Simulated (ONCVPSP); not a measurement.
## mercury: one change to an ONCV potential, before and after

```
Element                 : mercury (Hg)
Generator               : ONCVPSP 4.0.1
Type                    : optimised norm-conserving Vanderbilt (ONCV)
Functional              : PBE
Relativity              : scalar-relativistic
Frozen core             : [Kr] 4d10 4f14
Valence charge          : 20
Reference configuration : 5s2 5p6 5d10 6s2
Partial waves           : 5s+6s: rc 1.45 bohr, ncon 4, nbas 7, qcut 8.9 1/bohr, 2 projectors; 5p: rc 1.15 bohr, ncon 5, nbas 9, qcut 7.3 1/bohr, 2 projectors, debl 0.6 Ha; 5d: rc 2.10 bohr, ncon 4, nbas 8, qcut 6.9 1/bohr, 2 projectors, debl 2.8 Ha
Local potential         : polynomial inside 0.85 bohr (lpopt 5, dvloc0 0 Ha)
Core correction         : none
```

In the p channel the program set the typed energies aside and used -2.444, 0.250 Ha.

All-electron outer shells of the reference configuration (PBE, scalar-relativistic, ld1.x):

```
shell  level (eV)  outermost node (bohr)  outermost maximum (bohr)
   5s     -118.18                   0.47                      0.82
   4f      -95.89                      –                      0.37
   5p      -66.52                   0.51                      0.93
   5d       -9.86                   0.55                      1.17
   6s       -6.82                   1.08                      2.21
```

Change: d: qcut 4.8.

Cutoffs: the cutoffs (Ha) at which the residual kinetic energy of the hardest occupied pseudo-wave falls to 1 and 0.1 mHa per electron; they do not see the model core or the augmentation charge, which bear on the density cutoff. Errors are all-electron minus pseudo energies relative to the spin-unpolarised reference configuration.

Q: How do hardness, ghosts and transferability respond?

A: The potential gets neither clearly harder nor softer (169 Ha and 199 Ha → 169 Ha and 199 Ha); both files keep a bound ghost (s); of the 4 tests that both files solve, the error grows in 0 and shrinks in 2 by more than 15 % and 0.3 meV (median size 171.0 → 141.0 meV).

```csv
quantity,base,changed
"cutoff, loose",169 Ha,169 Ha
"cutoff, tight",199 Ha,199 Ha
loose cutoff by channel,"s 29 Ha, p 169 Ha, d 18 Ha","s 29 Ha, p 169 Ha, d 45 Ha"
bound ghosts,s,s
GHOST(+) flags under 300 eV,d at 165.2 eV,d at 290.9 eV
"error for 5s2 5p6 5d10 6s1, meV [ΔE 10.69 eV]",+156,+136
"error for 5s2 5p6 5d10 6s0, meV [ΔE 29.66 eV]",+189,+174
"error for 5s2 5p6 5d9 6s0, meV [ΔE 65.19 eV]",+186,+146
"error for 5s2 5p6 5d10 6s1.5, meV [ΔE 4.36 eV]",+145,+122
s: phases at 1.47 bohr within 0.05 rad from the reference energy up to (Ha; the scan ends near 5),to the end of the scan,to the end of the scan
p: phases at 1.17 bohr within 0.05 rad from the reference energy up to (Ha; the scan ends near 5),to the end of the scan,to the end of the scan
d: phases at 2.14 bohr within 0.05 rad from the reference energy up to (Ha; the scan ends near 5),to the end of the scan,to the end of the scan
```

 A true bound ghost makes a file unfit for plane-wave use even where its test errors are small: the radial tests pick states by their node count and pass the ghost by.
